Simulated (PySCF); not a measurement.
# Ta⁺: excitation energy

Ta⁺ [Xe] 4f14 5d3 6s1 (5F) → Ta⁺ [Xe] 4f14 5d2 6s1 7s1 (5F), as a difference of total energies. Computed with PySCF 2.14 in aug-cc-pwCVDZ-PP with ECP60MDF, with a scalar-relativistic core potential. Correlated levels: valence and next inner shell: nothing frozen outside the core potential. The calculations carry no spin-orbit coupling.

```csv
method,excitation energy (eV)
UHF,8.896
MP2 (valence and next inner shell),9.286
SCS-MP2 (valence and next inner shell),9.134
CCSD (valence and next inner shell),9.211
CCSD(T) (valence and next inner shell),9.211
```

Problem. How much does correlation contribute at CCSD(T) (valence and next inner shell)?

Solution. 9.211 − (8.896) = 0.315 eV, measured against UHF.

The promoted electron is Rydberg-like, and one or two diffuse shells describe it only roughly, which tends to raise the upper state.
